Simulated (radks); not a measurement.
Results of a calculation; reference values are marked as such.
Question: The mean radii <r> (bohr) of the occupied orbitals of an atom or ion are listed with their occupations. Level of theory: Dirac Kohn-Sham, PBE, spin-unpolarised, spherical densities, finite nucleus; Fermi nuclear charge, rms radius of each element as measured or else 0.836 A^(1/3) + 0.57 fm (a radial shooting solver on a logarithmic mesh with Libxc functionals).

| orbital | occ. | <r> |
|---|---|---|
| 1s1/2 | 2 | 0.02842 |
| 2s1/2 | 2 | 0.1222 |
| 2p1/2 | 2 | 0.1033 |
| 2p3/2 | 4 | 0.1087 |
| 3s1/2 | 2 | 0.3302 |
| 3p1/2 | 2 | 0.3208 |
| 3p3/2 | 4 | 0.3321 |
| 3d3/2 | 4 | 0.3033 |
| 3d5/2 | 6 | 0.3069 |
| 4s1/2 | 2 | 0.7906 |
| 4p1/2 | 2 | 0.8319 |
| 4p3/2 | 4 | 0.8608 |
| 4d3/2 | 4 | 1.013 |
| 4d5/2 | 6 | 1.025 |
| 5s1/2 | 2 | 2.022 |

Name the element and its charge. Open shells, if any, are shared by 2j + 1.

Answer: Z = 51, antimony, charge +3: Sb3+ in [Kr] 4d10 5s2. The 1s radius gives Z: for a bare nucleus <r> = (2 gamma + 1)/(2Z) with gamma = sqrt(1 - (Z/c)^2), 0.028 bohr for Z = 51, and screening makes it slightly larger (0.02842 here). The occupations add up to 48, and the charge is Z minus that.
